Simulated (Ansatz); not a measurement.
Gas-phase reaction in SMILES: [NH]B(Cl)Cl → [NH-]B(Cl)Cl (an electron is taken up)
Each molecule is optimised on its own at B3LYP-D3(BJ)/def2-TZVP (Ansatz, a quantum-chemistry and plane-wave program), one conformer each, not searched for the lowest.

Quantity: adiabatic electron affinity (electronic energy difference), positive where the reaction releases energy, in eV. Correlated levels leave the core frozen unless marked. UHF or UKS for open shells. No spin-orbit coupling. No relativistic terms. Anions need diffuse functions: aug- sets have them; def2-D sets add few; the other sets have none. Basis-set limits of correlation are two-point, X^-3; Hartree-Fock from the larger set.

| level | program | adiabatic electron affinity (eV) |
|---|---|---|
| HF/STO-3G | Ansatz | -1.15 |
| HF/cc-pwCVTZ | Ansatz | 1.57 |
| HF/aug-cc-pV(Q+d)Z | Ansatz | 1.68 |
| HF/cc-pV(Q+d)Z | Ansatz | 1.64 |
| BLYP-D3(BJ)/def2-TZVPD | Ansatz + dftd3 | 3.11 |
| BLYP-D4/def2-TZVPD | Ansatz + dftd4 | 3.15 |
| PBE0-D4/def2-TZVP | Ansatz + dftd4 | 2.99 |

**Question.** Estimate the value at CCSD(T)/CBS(aug-cc-pV(T+d)Z,aug-cc-pV(Q+d)Z) as computed with Ansatz.

**Answer.** 3.38 eV, so PBE0-D4/def2-TZVP differs from it by -0.39 eV.
